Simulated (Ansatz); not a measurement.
CH5NOSSi (`O=C(S)N[SiH3]`), relaxed with RKS PBE-D4/def2-SVP in Ansatz from a rough embedded geometry. The force threshold is 0.03 eV/Å; the program also tests the step.

Total charge 0; spin multiplicity 1.

Start:

```xyz
10

O    -1.432   -1.319   -0.776
C    -0.548   -0.461   -1.010
S    -0.160   -0.030   -2.643
N     0.151    0.335   -0.153
Si    0.224   -0.126    1.555
H    -0.057    1.315   -2.426
H     0.977    0.808   -0.507
H    -1.109    0.184    2.154
H     1.254    0.804    2.114
H     0.698   -1.510    1.691
```

(1) How much energy does the relaxation release, and in how many steps? (Best estimate.)

(2) Which bonds change most? (Best estimate.)

(3) Give the relaxed structure. (Best estimate.)

## Answers

(1) Ansatz gave: 45.72 kJ/mol, in 9 steps.

(2) Ansatz gave: C2–S3 from 1.733 to 1.818 Å; O1–C2 from 1.254 to 1.221 Å; Si5–H10 from 1.470 to 1.498 Å; N4–Si5 from 1.770 to 1.791 Å.

(3) Computed: 
```xyz
10

O    -1.278   -1.288   -0.612
C    -0.563   -0.376   -0.998
S    -0.574    0.083   -2.757
N     0.256    0.323   -0.144
Si    0.228   -0.162    1.580
H     0.325    1.106   -2.705
H     0.844    1.077   -0.503
H    -1.135    0.035    2.170
H     1.210    0.780    2.218
H     0.686   -1.578    1.751
```
